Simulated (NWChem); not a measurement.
# MgH2SO; SMILES [OH][Mg][SH]

```xyz
5

Mg     0.0232    -0.5914     0.0008
O      0.0108    -2.3870    -0.0634
H      0.0094    -3.0465     0.6369
S      0.0575     1.7144    -0.0083
H     -1.2937     1.8100    -0.0068
```
Atoms are numbered in this order, from 1.

Coordinates come from a B3LYP/6-31G* (spherical d) optimisation.

**Question.** List the 4 lowest vertical singlet excitations from LDA (Slater exchange, VWN5)/aug-cc-pVDZ, TDA (NWChem).

**Answer.** 
```tsv
state	energy (eV)	oscillator strength	leading excitation (squared amplitude)
S1	3.89	0.037	HOMO → LUMO (1.00)
S2	4.50	0.033	HOMO−1 → LUMO (0.99)
S3	4.92	0.092	HOMO−2 → LUMO (0.87)
S4	5.23	0.000	HOMO → LUMO+1 (0.99)
```
